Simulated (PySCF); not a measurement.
## Cs: excitation energy

Cs [Xe] 6s1 (2S) → Cs [Xe] 6p1 (2P), as a difference of total energies. Calculation: PySCF 2.14, in x2c-TZVPPall with one added diffuse shell each of s, p, d type (12s8p7d2f1g, 94 functions); scalar relativity by spin-free X2C-1e. Correlated levels: valence and next inner shell: [Kr] 4d10 frozen. The calculations carry no spin-orbit coupling.

```
                                method  excitation energy (eV)
                                   UHF                   1.178
                                   LDA                   1.385
                                   PBE                   1.231
                                  PBE0                   1.223
                                r2SCAN                   1.178
                                M06-2X                   1.297
                                 B3LYP                   1.313
                               LC-wPBE                   1.229
    MP2 (valence and next inner shell)                   1.393
SCS-MP2 (valence and next inner shell)                   1.349
```

Question: How much does correlation contribute at MP2 (valence and next inner shell)?

Answer: 1.393 − (1.178) = 0.215 eV, measured against UHF.

Errors of the correlated levels include the incompleteness of this basis and the frozen core.

For comparison: 1.432 eV (measured; NIST levels, between the centres of gravity of the two terms).
